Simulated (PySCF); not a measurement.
H8NPSi2.
SMILES: `N[SiH2]P[SiH3]`

The closed-shell SCF was solved with PySCF and density fitting under several settings on one GFN2-xTB geometry (grid level 2 and gas phase unless stated).

| settings | basis functions | SCF cycles | E (Eh) | HOMO (eV) | LUMO (eV) | dipole (D) |
| --- | --- | --- | --- | --- | --- | --- |
| PBE0/pcSseg-1 | 129 | 12 | -979.4408 | -7.02 | 0.02 | 0.70 |
| PBE0/def2-SVPD | 156 | 12 | -979.1664 | -7.01 | -0.18 | 0.63 |
| X3LYP/cc-pVDZ, grid level 1 | 108 | 9 | -979.8125 | -6.60 | 0.21 | 0.77 |

Task: Estimate the row for these settings: BHandHLYP/pcSseg-1, IEF-PCM chloroform.

Result: 
| settings | basis functions | SCF cycles | E (Eh) | HOMO (eV) | LUMO (eV) | dipole (D) |
| --- | --- | --- | --- | --- | --- | --- |
| BHandHLYP/pcSseg-1, IEF-PCM chloroform | 129 | 11 | -979.8459 | -7.96 | 1.09 | 0.82 |

Task: Over all rows, what range does the HOMO–LUMO gap span?

Result: From 6.81 eV (X3LYP/cc-pVDZ, grid level 1) to 9.05 eV (BHandHLYP/pcSseg-1, IEF-PCM chloroform). The functional of the narrowest has 22 % exact exchange, that of the widest 50 % exact exchange.

Task: And the dipole moment?

Result: From 0.63 D (PBE0/def2-SVPD) to 0.82 D (BHandHLYP/pcSseg-1, IEF-PCM chloroform); the largest is 1.30 times the smallest, and the median is 0.73 D.

Task: Compare two rows with the functional PBE0: PBE0/pcSseg-1 and PBE0/def2-SVPD. Which energy is lower, and by how much?

Result: PBE0/pcSseg-1 (129 functions) lies 0.2744 Eh or 172 kcal/mol below PBE0/def2-SVPD (156 functions). The smaller set gives the lower energy; the two sets aren't nested, so the variational bound doesn't order them by size.

Whole jobs, the steps after the SCF included, on Arm Neoverse N1, one thread, shared host:

| settings | work after the SCF | wall time | peak memory |
| --- | --- | --- | --- |
| PBE0/pcSseg-1 | shieldings, charges and field gradients | 16 s | 0.62 GiB |
| PBE0/def2-SVPD | 6 singlets by full TDDFT, 2 Tamm–Dancoff triplets, polarisability | 19 s | 0.69 GiB |
| X3LYP/cc-pVDZ, grid level 1 | shieldings, charges and field gradients | 11 s | 0.50 GiB |
| BHandHLYP/pcSseg-1, IEF-PCM chloroform | shieldings | 13 s | 0.72 GiB |

Cycle counts include a coarse-grid stage where the run had one. The structure is a single GFN2-xTB conformer; no vibrational corrections.

Conformer computed: `[NH2:1][SiH2:2][PH:3][SiH3:4]`: N1–Si2–P3–Si4 -85°, H–N1–Si2–P3 67°, H–N1–Si2–P3 -67°.
